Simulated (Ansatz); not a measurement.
Mulliken charges of C2H3BrO2 (`O=CC(O)Br`) from ωB97M-V/def2-TZVPP in Ansatz (PBE0-D4/def2-TZVP geometry).

```json
{"atom": "O1", "x (Å)": "-1.201", "y (Å)": "0.069", "z (Å)": "1.269", "charge (e)": "-0.280"}
{"atom": "C2", "x (Å)": "-0.341", "y (Å)": "0.630", "z (Å)": "0.647", "charge (e)": "0.110"}
{"atom": "C3", "x (Å)": "0.270", "y (Å)": "-0.037", "z (Å)": "-0.560", "charge (e)": "0.081"}
{"atom": "O4", "x (Å)": "-0.384", "y (Å)": "-1.152", "z (Å)": "-0.923", "charge (e)": "-0.268"}
{"atom": "Br5", "x (Å)": "2.136", "y (Å)": "-0.369", "z (Å)": "0.133", "charge (e)": "-0.137"}
{"atom": "H6", "x (Å)": "0.063", "y (Å)": "1.616", "z (Å)": "0.930", "charge (e)": "0.126"}
{"atom": "H7", "x (Å)": "0.446", "y (Å)": "0.625", "z (Å)": "-1.405", "charge (e)": "0.162"}
{"atom": "H8", "x (Å)": "-0.896", "y (Å)": "-1.440", "z (Å)": "-0.147", "charge (e)": "0.207"}
```

**Question.** By hand: the dipole of these point charges (1 e Å = 4.8032 D).

**Answer.** Σ q r = (0.026, 0.413, -0.241) e Å, of length 0.479 e Å = 2.30 D.

**Question.** How does the dipole of the full density compare? (Best estimate.)

**Answer.** The calculation gave: (-0.069, 0.333, -0.140) e Å, 1.77 D; the point charges give 1.30 times that, at 16° from its direction.

Point charges leave out the atoms' own dipoles, such as those of lone pairs, and Mulliken's split depends on the basis, so the two needn't agree.
